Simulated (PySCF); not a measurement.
**Radial density of Ru²⁺ (ruthenium, charge +2)**

r2SCAN0, [Kr] 4d5 5s1, high-spin 7S determinant (an excited configuration). All numbers are calculated (PySCF 2.14, a scalar-relativistic core potential, in aug-cc-pwCVDZ-PP with ECP28MDF (6s6p5d3f, 70 functions)). This is the valence pseudo-density: the core potential removes the inner electrons and smooths the orbitals near the nucleus.

```json
{"r (bohr)": "0.0213", "4πr²ρ (e/bohr)": "1.148e-05", "4πr²(ρα − ρβ)": "0.0000"}
{"r (bohr)": "0.0359", "4πr²ρ (e/bohr)": "2.960e-05", "4πr²(ρα − ρβ)": "0.0000"}
{"r (bohr)": "0.0603", "4πr²ρ (e/bohr)": "7.394e-05", "4πr²(ρα − ρβ)": "0.0000"}
{"r (bohr)": "0.102", "4πr²ρ (e/bohr)": "0.0002841", "4πr²(ρα − ρβ)": "0.0000"}
{"r (bohr)": "0.171", "4πr²ρ (e/bohr)": "0.002835", "4πr²(ρα − ρβ)": "0.0007"}
{"r (bohr)": "0.287", "4πr²ρ (e/bohr)": "0.05826", "4πr²(ρα − ρβ)": "0.0188"}
{"r (bohr)": "0.483", "4πr²ρ (e/bohr)": "1.577", "4πr²(ρα − ρβ)": "0.3725"}
{"r (bohr)": "0.812", "4πr²ρ (e/bohr)": "11.53", "4πr²(ρα − ρβ)": "2.7031"}
{"r (bohr)": "1.37", "4πr²ρ (e/bohr)": "8.930", "4πr²(ρα − ρβ)": "3.7441"}
{"r (bohr)": "2.30", "4πr²ρ (e/bohr)": "1.658", "4πr²(ρα − ρβ)": "1.4280"}
{"r (bohr)": "3.87", "4πr²ρ (e/bohr)": "0.2010", "4πr²(ρα − ρβ)": "0.2004"}
{"r (bohr)": "6.50", "4πr²ρ (e/bohr)": "0.0002311", "4πr²(ρα − ρβ)": "0.0002"}
{"r (bohr)": "10.9", "4πr²ρ (e/bohr)": "0.0001006", "4πr²(ρα − ρβ)": "0.0001"}
```

Energies and moments cover only the electrons outside the core potential.
